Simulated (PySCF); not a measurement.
PySCF 2.14 output of an unrestricted PBE0 calculation on a single atom or ion in x2c-QZVPPall with one added diffuse shell each of s, p, d, f type (12s8p5d4f, 89 functions), with scalar relativity by spin-free X2C-1e:

```
SCF conv_tol = 1e-09
number electrons alpha = 10  beta = 10
    C. Adamo and V. Barone.,  J. Chem. Phys. 110, 6158 (1999)
    M. Ernzerhof and G. E. Scuseria.,  J. Chem. Phys. 110, 5029 (1999)
cycle= 1 E= -602.082844142888  delta_E= -0.00548  |g|= 0.0172  |ddm|= 0.401
cycle= 2 E= -602.082980302392  delta_E= -0.000136  |g|= 0.0109  |ddm|= 0.0611
cycle= 3 E= -602.083024885338  delta_E= -4.46e-05  |g|= 0.000401  |ddm|= 0.0309
cycle= 4 E= -602.0830254304  delta_E= -5.45e-07  |g|= 0.00013  |ddm|= 0.0124
cycle= 5 E= -602.08302548753  delta_E= -5.71e-08  |g|= 2.4e-05  |ddm|= 0.00373
cycle= 6 E= -602.083025493686  delta_E= -6.16e-09  |g|= 2.85e-06  |ddm|= 0.0021
cycle= 7 E= -602.083025493718  delta_E= -3.17e-11  |g|= 4.18e-07  |ddm|= 0.000175
converged SCF energy = -602.083025493718  <S^2> = -7.1054274e-15  2S+1 = 1
```

The run itself started from symmetry-adapted Hartree-Fock orbitals and held the occupation by maximum overlap, on a logarithmic radial grid, so the iterations belong to that start.

Problem. Which element, charge and spin multiplicity is this?

Solution. K⁻ (potassium, charge -1), multiplicity 1; the state was [Ar] 4s2, closed-shell 1S.

At PBE0 the highest occupied level has a positive energy, so only the finite basis holds that electron; in a semilocal or global hybrid functional this comes from self-interaction and does not mean that the real anion is unbound.
